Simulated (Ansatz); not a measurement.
One geometry of cis-Cu(H2O)2Cl2 (CuCl2O2H4), several levels of theory.

```yaml
crystal:
  periodic: [false, false, false]
  atoms:
    - {symbol: Cu, position_ang: [-0.391026, -0.463023, 0.169543]}
    - {symbol: O, position_ang: [1.571678, -0.355898, -0.549771]}
    - {symbol: H, position_ang: [1.624942, -1.347608, -0.417380]}
    - {symbol: H, position_ang: [2.141949, 0.013336, 0.154885]}
    - {symbol: O, position_ang: [-0.499762, 1.625554, 0.085152]}
    - {symbol: H, position_ang: [-1.462997, 1.539423, 0.347040]}
    - {symbol: H, position_ang: [-0.527877, 1.898199, -0.854494]}
    - {symbol: Cl, position_ang: [-2.562506, -0.292076, 0.632788]}
    - {symbol: Cl, position_ang: [0.105619, -2.617897, 0.432226]}
basis:
  gaussian: {orbitals: 6-31G}
magnetization: {spin_polarized: true, initial_magnetization: 1}
hamiltonian: {xc: {name: B3LYP}, dispersion: d4}
scf: {omitted_lower_state_checks: [starts]}
output: {orbitals: {seedname: orbitals}}
```

The file start.molden holds the orbitals of an earlier run on this structure, at another level or in another basis.

```sh
$ ansatz run in.yaml --threads 4 --pin off --events-out ev --progress --plain --max-ram 4787MiB
```

It prints (some lines left out):

```
Functional definition: B3LYP
847 factors; integrals over basis functions are off by at most 2.6e-4 eV
mean field evaluation 1: about -73832.7700 eV, gradient 4.2e1 eV
mean field evaluation 2: about -73824.7379 eV, gradient 6.4e1 eV
mean field evaluation 4: about -73839.2158 eV, gradient 1.8e0 eV
mean field evaluation 8: about -73839.3838 eV, gradient 4.2e-1 eV
mean field evaluation 16: about -73839.3853 eV, gradient 1.8e-3 eV
mean field -73839.38525847 eV, -2713.5473581160 hartree, gradient 5.2e-5 eV, S^2 0.751339; 0 other end points of the search recorded, 0 dependent functions left out
reference -73839.38553771 eV, -2713.5473683776 hartree; 42, 41 occupied and 39, 40 virtual orbitals, 847 factors
Total energy: -73839.73808687 eV, -2713.5603243202 hartree
Checks for a lower state left out: starts
```

It took 3 s on 4 threads of Arm Neoverse V1 on a shared host.

The first input with `gaussian: {orbitals: def2-TZVPD, initial_orbitals: start.molden}`, `hamiltonian: {xc: pbe, dispersion: d4}` (abridged; 7 s):

```
Functional definition: PBE
mean field -73830.09496914 eV, -2713.2059462801 hartree, gradient 1.6e-5 eV, S^2 0.751312
Total energy: -73830.31221188 eV, -2713.2139298036 hartree
Checks for a lower state left out: starts
```

As the first input, with `gaussian: {orbitals: def2-TZVP, initial_orbitals: start.molden}`, `hamiltonian: {xc: hf}` (abridged; 14 s):

```
Functional definition: HF
mean field -73748.77523042 eV, -2710.2175010025 hartree, gradient 7.9e-6 eV, S^2 0.753932
Total energy: -73748.77523042 eV, -2710.2175010025 hartree
Checks for a lower state left out: starts
```

As the first input, with `gaussian: {orbitals: def2-SVP, initial_orbitals: start.molden}`, `hamiltonian: {xc: {name: LC-wPBE, parameters: {omega: 0.3/bohr}}}` (abridged; 3.5 s):

```
Functional definition: LC-wPBE
mean field -73814.47033066 eV, -2712.6317514067 hartree, gradient 2.2e-5 eV, S^2 0.753143
Total energy: -73814.47033068 eV, -2712.6317514074 hartree
Checks for a lower state left out: starts
```

As the first input, with `gaussian: {orbitals: def2-SVP, initial_orbitals: start.molden}`, `hamiltonian: {xc: {name: LC-wPBE, parameters: {omega: 0.15/bohr}}}` (abridged; 3.5 s):

```
Functional definition: LC-wPBE
mean field -73812.47889900 eV, -2712.5585676430 hartree, gradient 2.1e-5 eV, S^2 0.751411
Total energy: -73812.47889908 eV, -2712.5585676460 hartree
Checks for a lower state left out: starts
```

The first input with `gaussian: {orbitals: def2-TZVP, initial_orbitals: start.molden}`, `hamiltonian: {xc: lda}` (abridged; 2.1 s):

```
Functional definition: SPW92
mean field -73665.41259509 eV, -2707.1539806594 hartree, gradient 2.2e-5 eV, S^2 0.750855
Total energy: -73665.41263369 eV, -2707.1539820782 hartree
Checks for a lower state left out: starts
```

The first input with `gaussian: {orbitals: def2-TZVP, initial_orbitals: start.molden}`, `hamiltonian: {xc: pbe}`, `correlation: {method: rpa, frozen_orbitals: {Cl: 5, Cu: 9, H: 0, O: 1}}` and without the key `output` (abridged; 8.5 s):

```
Functional definition: PBE
mean field -73829.90374214 eV, -2713.1989188175 hartree, gradient 9.5e-7 eV, S^2 0.751289
21 core orbitals not correlated: weight in the atoms' cores, before any rotation towards them, 1.000 or more for the frozen orbitals, at most 0.000 for the correlated occupied ones
Total energy: -73797.38824122 eV, -2712.0039961984 hartree
Checks for a lower state left out: starts
```

Geometry: PBE-D4/def2-SVP.

The 6-31G sets use Cartesian d functions. B3LYP takes the VWN-RPA correlation. Correlated methods freeze 21 core orbitals.
